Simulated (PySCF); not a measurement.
## Correlation energy of Ni (nickel, neutral)

[Ar] 3d8 4s2, high-spin 3F determinant. Computed with PySCF 2.14 in def2-QZVPPD (11s6p5d4f2g, 100 functions), with no relativity, point nucleus. Frozen: [Ar]; 10 electrons correlated.

| level | correlation energy (mhartree) |
| --- | --- |
| CCSD | -328.74 |
| (T) | -12.25 |
| CCSD(T) | -340.99 |

Diagnostics: T1 = 0.023, D1 = 0.0660, largest double amplitude 0.060.

Cost of the coupled-cluster step: about 60 core-seconds, for 10 correlated electrons.
